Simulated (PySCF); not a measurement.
# How the method changes the constants of AsO

State: ²Π (doublet), unpaired electrons π ↑. Set-up: basis As def2-TZVPPD, O def2-TZVPPD; no relativity; PySCF 2.14. De refers to As + O in their high-spin ground configurations, without counterpoise correction. The functionals are run spin-unrestricted. A positive dipole means As(−)O(+). Levels whose curve was spin-contaminated or gave no clean fit are not listed.

| Level | Re (Å) | ωe (cm⁻¹) | De (eV) | μ (D) | CPU s a point (SCF and correlation, without the integrals) |
| --- | --- | --- | --- | --- | --- |
| UHF | 1.580 | 1158 | 1.17 | -3.15 | 2.1 |
| UHF-CCSD | 1.618 | 1023 | 4.27 | n/a | n/a |
| UHF-CCSD(T) | 1.635 | 963 | 4.69 | n/a | 180 |
| LDA | 1.624 | 991 | 6.71 | -2.37 | 2 |
| PBE | 1.643 | 955 | 5.55 | -2.41 | 2 |
| PBEsol | 1.634 | 974 | 5.92 | -2.35 | 1.4 |
| r²SCAN | 1.624 | 1004 | 5.01 | -2.41 | 7.3 |
| M06-L | 1.626 | 998 | 5.19 | -2.43 | 5.7 |
| r²SCANh | 1.616 | 1027 | 4.76 | -2.49 | 5.7 |
| B3LYP | 1.626 | 1001 | 5.04 | -2.65 | 6.3 |
| PBE0 | 1.615 | 1033 | 4.77 | -2.59 | 4.2 |
| ωB97X | 1.610 | 1057 | 5.14 | -2.73 | 5.2 |

The bond length runs from 1.580 Å (UHF) to 1.643 Å (PBE). De spans 1.17 eV (UHF, mean field) to 6.71 eV (LDA, local density). Correlation at CCSD(T) changes the Hartree–Fock bond energy by +3.52 eV; the triples alone change it by +0.42 eV.

Correlated steps freeze 10 core orbitals. Spin–orbit coupling is left out. Counting both spins, an empty level lies below a filled one in some of these solutions, because spin and occupation are held. The state is the lowest determinant that a PBE0 search found; another state may lie lower at other levels.

The whole job (state search and all levels along the bond) took about 18 min on 2 threads of Arm Neoverse V1 (shared host), peak memory 3.3 GiB.
